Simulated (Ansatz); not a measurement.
Basis-set extrapolation for `CC(C)[O][MgH]` (PBE0-D4/def2-TZVP geometry, frozen core, Ansatz). Multiplicity 1, RHF reference. For Mg the program correlates outer-core shells too, which these sets cover unevenly, so the extrapolated numbers aren't a true limit.

|  | def2-TZVPP | def2-QZVPP |
| --- | --- | --- |
| HF | -392.833037 | -392.851969 |
| MP2 correlation | -0.972569 | -1.066516 |
| CCSD(T) correlation | -1.052184 | not run |

Energies in hartree. Use E(X) = E(∞) + A·exp(−7.88·√X) for Hartree–Fock and E(X) = E(∞) + B·X^(−2.97) for correlation, with X = 3 and 4, and add CCSD(T) minus MP2 of the smaller set to the MP2 limit.

Q: What is the CCSD(T) energy at the basis-set limit?

A: HF limit: -392.851969 + (-0.018932) × 0.13774 = -392.85458. MP2 limit: -1.066516 + (-0.093947) × 0.74074 = -1.13611. Higher-order term: -1.052184 − (-0.972569) = -0.07961. Total: -394.07030 hartree, 485.9 kJ/mol below CCSD(T)/def2-TZVPP.
